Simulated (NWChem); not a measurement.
# AgF; SMILES [Ag][F]

```xyz
2

Ag     0.0000     0.0000    -0.3242
F      0.0000     0.0000     1.6617
```
Atoms are numbered in this order, from 1.

Coordinates come from a PBE0-D3(BJ)/def2-TZVP optimisation. def2 effective core potentials on Ag; no spin-orbit coupling.

### Question
List the 4 lowest vertical singlet excitations from Hartree-Fock/def2-TZVP with def2 effective core potentials on Ag, CIS (NWChem).

### Answer
| state | energy (eV) | oscillator strength | leading excitation (squared amplitude) |
|---|---|---|---|
| S1 | 4.68 | 0.001 | HOMO → LUMO (0.73) |
| S2 | 5.37 | 0.020 | HOMO−1 → LUMO (0.32) |
| S3 | 5.37 | 0.020 | HOMO−2 → LUMO (0.32) |
| S4 | 7.65 | 0.007 | HOMO−5 → LUMO (0.30) |
